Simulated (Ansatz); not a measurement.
Gas-phase electronic energies from Ansatz, PBE0-D4/def2-TZVP geometries. CBS: MP2 limit from def2 TZ/QZ plus the TZ coupled-cluster correction, frozen cores. This one scheme is used for every species. DFT in def2-TZVPP. B3LYP here is the variant with VWN-RPA as its local correlation; programs differ in this. def2 core potentials past Kr. For In outer-core shells are correlated without core-valence functions, which leaves a few kJ/mol of doubt a bond. Each species was taken in one conformer, which may not be the lowest.

Reaction (substitution at a C–C bond): `C[CH2][In]([F])[Cl]` + `OB(O)O` → `COB(O)O` + `[CH3][In]([F])[Cl]`

Q: Is it downhill or uphill in electronic energy at CCSD(T)/CBS, and by how much? (Estimate.)

A: The calculation gave: Uphill: ΔE = +44.5 kJ/mol.

Q: What do these levels give: r2SCAN, PBE0, B3LYP, HF/def2-TZVPP, HF/CBS(def2), CCSD/CBS(def2)? (An estimate is asked.)

A: Computed: r2SCAN 40.4, PBE0 42.1, B3LYP 36.4, HF/def2-TZVPP 29.9, HF/CBS(def2) 29.5, CCSD/CBS(def2) 43.7 kJ/mol.

Largest T1 diagnostic among the species: 0.014.

In def2-TZVPP, CCSD(T) changes the Hartree–Fock value by +11.5 kJ/mol (the triples alone add +0.9 kJ/mol) and MP2 by +17.0 kJ/mol.
